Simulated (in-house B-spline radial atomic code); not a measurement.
Configurations of Tb+, with energies counted from [Xe] 4f9 6s1. Level of theory: scalar-relativistic (X2C) wB97X, spin-polarised, spherical fractional occupations, exact exchange averaged over the configuration, Fermi nucleus of rms radius 5.06 fm; calculated with a B-spline radial code for spherical atoms. Shells without spins written out take the highest spin.

Occupations are held fixed; configurations that lie above the ionisation limit could autoionise.

| configuration | E - E(ref) (eV) | highest orbital | its <r> (bohr) |
| --- | --- | --- | --- |
| [Xe] 4f8 5d1 6s1 | 0.86049 | 6s up | 3.611 |
| [Xe] 4f10 | 4.6854 | 4f down | 1.119 |
| [Xe] 4f8 6s1 6d1 | 8.6483 | 6d up | 7.108 |
| [Xe] 4f9 6f1 | 8.8835 | 6f up | 15.67 |

**Question.** Order these further configurations by energy, lowest first.
A. [Xe] 4f9 7p1
B. [Kr] 4d10 4f9 5s2 5p5 5f1 6s1
C. [Kr] 4d9 4f9 5s2 5p6 5f1 6s1
D. [Kr] 4d10 4f9 5s2 5p5 6s1 7d1
E. [Kr] 4d10 4f9 5s2 5p5 6s1 6p1

**Answer.** A (7.0225 eV), E (26.071 eV), B (32.077 eV), D (32.713 eV), C (155.46 eV).
